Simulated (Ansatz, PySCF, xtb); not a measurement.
Potential energy surface of H2Be, singlet: symmetric bend, bond length relaxed. Scanned: H-Be-H angle. Other coordinates (Be-H bond length) were minimised at B3LYP/def2-TZVP.

Cartesian coordinates as functions of the variables (Å; names that start with a are angles):
```
Be  0  0  0
H  r*sin(a/2)  0  r*cos(a/2)
H  -r*sin(a/2)  0  r*cos(a/2)
```

Levels of theory: PBE/def2-TZVP (PySCF); RHF/aug-cc-pVQZ (Ansatz, a first-principles code); GFN1-xTB (xtb); RKS-B3LYP/LANL2DZ = restricted B3LYP/LANL2DZ (PySCF 2.14.0); RKS-B3LYP/6-31G* = restricted B3LYP/6-31G*, spherical d (PySCF 2.14.0); CCSD(T)/aug-cc-pVQZ = CCSD(T) on RHF/aug-cc-pVQZ, frozen core run with Ansatz.

Energies in kJ/mol, each method relative to its own lowest point.

| a / ° | PBE | RHF/aug-cc-pVQZ | GFN1-xTB | RKS-B3LYP/LANL2DZ | RKS-B3LYP/6-31G* | CCSD(T)/aug-cc-pVQZ |
|---|---|---|---|---|---|---|
| 180 | 0.0 | 0.0 | 0.0 | 0.0 | 0.0 | 0.0 |
| 167 | 3.4 | 3.7 | 1.4 | 4.4 | 3.7 | 3.4 |
| 157 | 10.5 | 11.6 | 4.7 | 13.5 | 11.5 | 10.7 |
| 147 | 21.8 | 24.2 | 10.3 | 27.3 | 23.8 | 22.3 |
| 137 | 37.3 | 41.7 | 18.6 | 45.6 | 40.6 | 38.4 |
| 127 | 57.5 | 64.5 | 30.4 | 68.2 | 62.4 | 59.3 |
| 117 | 82.6 | 93.2 | 46.8 | 95.4 | 89.5 | 85.5 |
| 107 | 113.3 | 128.5 | 69.2 | 127.7 | 122.4 | 117.5 |
| 97 | 150.2 | 171.1 | 99.5 | 165.9 | 161.9 | 156.2 |
| 87 | 193.8 | 222.2 | 140.6 | 211.4 | 208.9 | 202.3 |
| 77 | 244.8 | 282.5 | 196.4 | 265.5 | 264.3 | 256.8 |
| 67 | 303.2 | 352.4 | 272.8 | 329.0 | 328.7 | 319.8 |
| 60 | 347.7 | 406.0 | 342.6 | 378.4 | 378.6 | 368.1 |
